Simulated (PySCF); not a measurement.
Delta-SCF ions had no search for a lower state. Excitations are Tamm–Dancoff values on a coarser integration grid. The basis has no diffuse functions, so Rydberg states are missing or too high.

Z-matrix (Å, degrees):
```
C
H 1 1.0986
H 1 1.0996 2 102.73
C 1 1.5271 2 111.01 3 -118.52
H 4 1.0906 1 112.22 2 56.50
H 4 1.0908 5 107.78 1 -122.34
H 4 1.0908 5 107.75 6 -115.34
B 1 1.5558 2 107.32 3 112.02
H 8 1.1922 1 119.72 2 -53.09
H 8 1.1936 9 118.61 1 179.71
```
Charge 0, spin multiplicity 1.

Problem. Estimate the S1 oscillator strength, vertical ionisation energy (Delta-SCF), LUMO, S1–T1 gap (TDA) and T1 excitation (TDA) that PySCF with M06-2X/def2-TZVP returns for this input.

Solution. 
- S1 oscillator strength: 0.001
- vertical ionisation energy (Delta-SCF): 11.33 eV
- LUMO: -0.37 eV
- S1–T1 gap (TDA): 0.47 eV
- T1 excitation (TDA): 5.20 eV
